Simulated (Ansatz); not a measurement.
# Ligand exchange: C3H10OSi + AlH(SH)2 → C2H8OSi + Al(CH3)(SH)2

Species: C3H10OSi `CCO[SiH2]C`, singlet; AlH(SH)2, singlet; C2H8OSi `CO[SiH2]C`, singlet; Al(CH3)(SH)2, singlet. The partners trade CH3 for H: C–CH3 and Al–H bonds give way to C–H and Al–CH3.

Shapes, held fixed at every level: PBE0-D4/def2-TZVP. Flexible molecules stand in one conformer, not always the lowest. Programs: Ansatz 0.2.0. Electronic energies: no zero-point or thermal term.

| level | kind | ΔE (kJ/mol) | less CCSD(T)/CBS estimate |
| --- | --- | --- | --- |
| HF/def2-TZVPP | Hartree–Fock | -25.5 | +8.1 |
| PBE-D4/def2-TZVPP | GGA | -34.8 | -1.2 |
| PBE0-D4/def2-TZVPP | global hybrid | -33.7 | -0.1 |
| wB97X-V/def2-TZVPP | range-separated hybrid | -30.4 | +3.2 |
| B2PLYP/def2-TZVPP | double hybrid | -34.1 | -0.5 |
| MP2/def2-TZVPP | perturbation theory | -35.4 | -1.8 |
| CCSD/def2-TZVPP | coupled cluster or CI | -31.2 | +2.4 |
| CCSD(T)/CBS estimate | coupled cluster or CI | -33.6 | 0.0 |

The highest level, CCSD(T)/CBS estimate, gives ΔE = -33.6 kJ/mol; the levels span -35.4 to -25.5. The column of differences is taken from that level and isn't an error. No measured value is set beside it here. The CBS estimate extrapolates MP2 from def2-TZVPP and def2-QZVPP and adds CCSD(T) − MP2 in the triple-zeta set, cores frozen.
